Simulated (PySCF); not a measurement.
GeHCl₃, SMILES [Cl][GeH]([Cl])[Cl].

Geometry optimised at r2SCAN-D4/def2-SVP. The isomer is the one that the SMILES or the coordinates give; other isomers of the formula were not compared.

Two levels are set side by side: PBE/def2-TZVP (PySCF) and HF/def2-TZVP (PySCF). Same geometry, gas phase. Differences are taken from unrounded values.

```tsv
quantity	HF
orbital gap (eV)	15.13
highest occupied level (eV)	-12.76
lowest empty level (eV)	2.37
dipole moment (D)	1.65
mean polarisability (bohr³)	58.7
```

Problem. What does PBE give, and how far is it from HF? (The exact figures need the calculation; the answer reports its results.)

Solution. 
| quantity | PBE | PBE minus HF |
|---|---|---|
| orbital gap (eV) | 5.39 | -9.74 |
| highest occupied level (eV) | -7.94 | 4.82 |
| lowest empty level (eV) | -2.55 | -4.92 |
| dipole moment (D) | 1.40 | -0.25 |
| mean polarisability (bohr³) | 65.1 | 6.4 |

Without exact exchange PBE keeps part of each electron's self-repulsion, which lifts occupied levels and narrows the gap. PBE's more diffuse valence density responds more strongly to a field. Differences between two approximate levels are no errors against the true value.

Rough cost on one machine, each run with all the roots and properties that it gave: HF against PBE about 1/2.
